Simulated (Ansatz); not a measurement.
Calculated with Ansatz (gas phase, PBE0-D4/def2-TZVP geometries, no zero-point term in ΔE). CCSD(T)/CBS is the MP2 limit (def2-TZVPP, def2-QZVPP) plus CCSD(T) − MP2 in def2-TZVPP, frozen cores. Functionals use def2-TZVPP. One conformer a species, not always the lowest.

`OB([SiH3])CF` + `OBN[SiH3]` → `OB([SiH3])N[SiH3]` + `OBCF`  (redistribution)

```csv
level,ΔE (eV)
PBE,0.04
CCSD/CBS(def2),0.04
```

Q: What does CCSD(T)/CBS give? (Estimate.)

A: Computed: +0.04 eV. The listed levels differ from it by 0.00, 0.00 eV.

Largest T1 diagnostic among the species: 0.013.
